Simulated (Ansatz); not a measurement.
Reaction (formal exchange of groups at a C–F bond): `C=C=C(N)F` + SiH₄ → `C=C=C(N)[SiH3]` + H–F

Program: Ansatz. Geometries: PBE0-D4/def2-TZVP. ΔE: electronic, gas phase. CBS: MP2 limit from def2 TZ/QZ plus the TZ coupled-cluster correction, frozen cores. This one scheme is used for every species. Each species was taken in one conformer, which may not be the lowest.

`C=C=C(N)F`:

Cartesian coordinates in Å:
```
C 0.028 -0.999 1.592
C -0.210 -0.230 0.571
C -0.454 0.473 -0.502
N 0.323 0.606 -1.639
F -1.609 1.146 -0.628
H 0.456 -0.613 2.515
H -0.196 -2.064 1.573
H 0.464 1.571 -1.911
H 1.198 0.110 -1.572
```

SiH₄:

Z-matrix (Å, degrees):
```
Si
H 1 1.485
H 1 1.485 2 109.5
H 1 1.485 2 109.5 3 -120.0
H 1 1.485 2 109.5 3 120.0
```

`C=C=C(N)[SiH3]`:

```xyz
12

C    -0.446   -0.957   -2.091
C    -0.167   -0.618   -0.864
C     0.138   -0.224    0.346
N     0.628   -1.058    1.365
Si    0.067    1.617    0.678
H    -1.457   -1.214   -2.395
H     0.323   -0.999   -2.858
H     0.282   -0.818    2.283
H     0.501   -2.043    1.182
H    -0.670    1.848    1.954
H     1.435    2.176    0.842
H    -0.634    2.289   -0.441
```

H–F:

```xyz
2

F     0.174    0.086   -0.417
H    -0.174   -0.086    0.417
```

| species | SCS-MP2/def2-TZVPP energy (Eh) |
| --- | --- |
| `C=C=C(N)F` | -270.76236 |
| SiH₄ | -291.41820 |
| `C=C=C(N)[SiH3]` | -461.88193 |
| H–F | -100.33020 |

Work out ΔE.

ΔE = (-461.88193) + (-100.33020) − (-270.76236) − (-291.41820) = -0.03157 Eh = -82.9 kJ/mol. CCSD(T)/CBS gives -88.1 kJ/mol.

Largest T1 diagnostic among the species: 0.013.

From r2SCAN to r2SCAN0 (25 % exact exchange), in def2-TZVPP and without D4, ΔE moves by −4.5 kJ/mol. At CCSD(T), def2-SVP lies +33.6 kJ/mol from the extrapolated value and def2-TZVPP +8.6 kJ/mol.
